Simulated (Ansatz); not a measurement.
```yaml
crystal:
  periodic: [false, false, false]
  atoms:
    - {symbol: C, position_ang: [-1.619553, 0.550544, 0.004750]}
    - {symbol: Al, position_ang: [-0.894997, -0.953334, 1.008544]}
    - {symbol: S, position_ang: [1.214137, -1.502979, 0.861375]}
    - {symbol: Ge, position_ang: [1.958972, 0.031296, -0.565590]}
    - {symbol: H, position_ang: [-2.689550, 0.675188, 0.189010]}
    - {symbol: H, position_ang: [-1.121960, 1.487595, 0.274267]}
    - {symbol: H, position_ang: [-1.478230, 0.417431, -1.072554]}
    - {symbol: H, position_ang: [-1.745205, -1.869627, 1.979443]}
    - {symbol: H, position_ang: [1.747774, 1.444399, 0.002102]}
    - {symbol: H, position_ang: [3.457678, -0.245390, -0.743731]}
    - {symbol: H, position_ang: [1.236234, -0.092023, -1.916916]}
basis:
  gaussian: {orbitals: x2c-TZVPPall}
total_charge: 1
magnetization: {spin_polarized: true, initial_magnetization: 1}
hamiltonian: {xc: {name: HF}}
correlation: {method: mp2, frozen_orbitals: {C: 9}}
output: {forces: true}
```

```sh
$ ansatz run in.yaml --threads 4 --pin off --events-out ev --progress --plain --max-ram 10444MiB
```

Output, abridged:

```
Functional definition: HF
Error: "frozen_orbitals" has no count for Al
```

In this input frozen orbitals are typed for one element alone, and the program wants a count for each. The input was rejected before any iteration.
